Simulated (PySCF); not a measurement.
## Correlation energy of P⁺ (phosphorus, charge +1)

[Ne] 3s2 3p2, high-spin 3P determinant. Computed with PySCF 2.14 in pcseg-2 (5s4p2d1f, 34 functions), with no relativity, point nucleus. Frozen: [Ne]; 4 electrons correlated.

MP2 pair energies summed by pair of shells (mhartree):

```
 pair  energy  share (%)
3s-3p  -36.66       62.0
3s-3s  -16.60       28.1
3p-3p   -5.91       10.0
```

Total MP2 correlation energy: -59.18 mhartree.

Same-spin part -9.61 and opposite-spin part -49.57 mhartree; SCS-MP2 scales them by 1/3 and 6/5 to -62.69 mhartree.

```json
{"level": "CCSD", "correlation energy (mhartree)": "-78.58"}
{"level": "(T)", "correlation energy (mhartree)": "-1.95"}
{"level": "CCSD(T)", "correlation energy (mhartree)": "-80.53"}
```

Diagnostics: T1 = 0.0093, D1 = 0.0215, largest double amplitude 0.103.

Task: Is a single reference adequate?

Result: Mostly. T1 lies below 0.03, but a double amplitude of this size points to a near-degeneracy that CCSD handles and MP2 describes poorly.
